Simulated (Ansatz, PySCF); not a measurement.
This Ansatz (a program for electronic structure) input computes a PBE/def2-TZVPD energy:

Ansatz 0.2 input:
```yaml
crystal:
  periodic: [false, false, false]
  atoms:
    - {symbol: Cs, position_ang: [-0.00000000, -0.00000000, -2.98396199]}
    - {symbol: Cs, position_ang: [0.00000000, 0.00000000, 2.98396199]}
basis:
  gaussian:
    orbitals: def2-TZVPD
hamiltonian:
  xc: {name: PBE}
total_charge: 1
magnetization: {spin_polarized: true, initial_magnetization: 1}
output: {forces: true}
```

Problem. Write an input for the same energy in PySCF and say what it gives.

Solution. 
```python
from pyscf import gto, scf, dft

mol = gto.M(
    atom='''
    Cs   -0.00000000   -0.00000000   -2.98396199
    Cs    0.00000000    0.00000000    2.98396199
    ''',
    basis='def2-tzvpd',
    ecp='def2-tzvp',
    charge=1,
    spin=1,
    symmetry='D2h',
    verbose=4,
)

mf = dft.UKS(mol, xc='pbe').density_fit(auxbasis='def2-universal-jkfit')
mf.grids.level = 3
mf.conv_tol = 1e-9
mf.max_cycle = 100
mf.max_memory = 1500
mf.kernel()
if not mf.converged:
    mf = mf.newton()
    mf.kernel(mf.make_rdm1())
mf.analyze()
```
It gives -40.17634 Eh, and Ansatz -40.17633 Eh, a difference of 0.01 mEh.
